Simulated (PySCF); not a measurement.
## Calculated data, Cl₂HOSi, H₃O₃Si

All values are calculated (PySCF 2.14.0). Calculation on a computer-drawn molecule: the log of a Hartree-Fock and frozen-core CCSD(T) single point meant for a local Hartree-Fock minimum, with one planted fault or none, to be diagnosed. Offsets are logged minus clean, where the clean run is the same molecule without the fault. The reference is restricted for singlets and unrestricted otherwise, and also for a bond in bohr or an excited solution. Adding or removing an electron swaps singlet and doublet. The excited solution moves the top pair (singlet) or top alpha electron (doublet) to the lowest empty orbital. Highest occupied and lowest empty are orbital energies over both spins, largest force is the largest gradient component, triples share is (T) over the correlation energy, the T1 limit is 0.02 restricted and 0.045 unrestricted, electrons count all cores, a negative frequency is imaginary (commonest isotopes), and the dipole is about the centre of nuclear charge.

Common to all runs: meant charge 1; meant multiplicity 1; meant basis cc-pV(D+d)Z; logged SCF converged yes; logged spin squared 0; logged CC converged yes; logged SCF stable within its kind yes; possible faults no fault, one electron removed, one electron added, multiplicity raised by two, geometry at a saddle point, SCF held on an excited solution, minimal basis STO-3G, one bond length entered in bohr, all coordinates scaled.

(1) 
```xyz
5
formula=Cl2HOSi logged_electrons=56 logged_basis_functions=33 logged_highest_occupied=-18.231 logged_lowest_empty=-2.7572 logged_largest_force=0.042327 logged_T1_diagnostic=0.018608 logged_D1_diagnostic=0.084055 logged_triples_share=0.060073 logged_dipole_magnitude=3.8974 logged_energy_HF=-1269.0343 logged_energy_CCSD(T)=-1269.15379 planted_fault=minimal_basis_STO-3G HF_energy_offset_from_clean_run=8916 CCSD(T)_energy_offset_from_clean_run=9207
O      0.5297     2.4903    -0.3731
Si     0.7066     1.4989    -1.5593
Cl     2.0928     1.9151    -2.8532
Cl    -0.4045    -0.0897    -1.7494
H     -0.0753     2.4854     0.3643
```

Units: logged_highest_occupied, logged_lowest_empty in eV; logged_largest_force in hartree/bohr; logged_dipole_magnitude in debye; logged_energy_HF, logged_energy_CCSD(T) in hartree; HF_energy_offset_from_clean_run, CCSD(T)_energy_offset_from_clean_run in kcal/mol.

Drawn bonds:
```
atom  other atom  order
   1           2      1
   2           3      1
   2           4      1
   1           5      1
```

(2) 
```xyz
7
formula=H3O3Si logged_electrons=40 logged_basis_functions=27 logged_highest_occupied=-17.492 logged_lowest_empty=0.55506 logged_largest_force=0.030587 logged_T1_diagnostic=0.019312 logged_D1_diagnostic=0.079918 logged_triples_share=0.052384 logged_dipole_magnitude=0.0009006 logged_energy_HF=-508.71776 logged_energy_CCSD(T)=-508.90468 planted_fault=minimal_basis_STO-3G HF_energy_offset_from_clean_run=4042 CCSD(T)_energy_offset_from_clean_run=4341
O     -1.2199    -0.8118     0.8908
Si     0.0161    -1.4015     0.1544
O      1.2435    -1.8974     0.9701
O      0.0251    -1.4950    -1.3977
H     -2.0332    -0.4727     0.5282
H      1.3790    -1.9026     1.9132
H      0.7032    -1.8288    -1.9778
```

Units: logged_highest_occupied, logged_lowest_empty in eV; logged_largest_force in hartree/bohr; logged_dipole_magnitude in debye; logged_energy_HF, logged_energy_CCSD(T) in hartree; HF_energy_offset_from_clean_run, CCSD(T)_energy_offset_from_clean_run in kcal/mol.

Drawn bonds:
```
atom  other atom  order
   1           2      1
   2           3      1
   2           4      1
   1           5      1
   3           6      1
   4           7      1
```
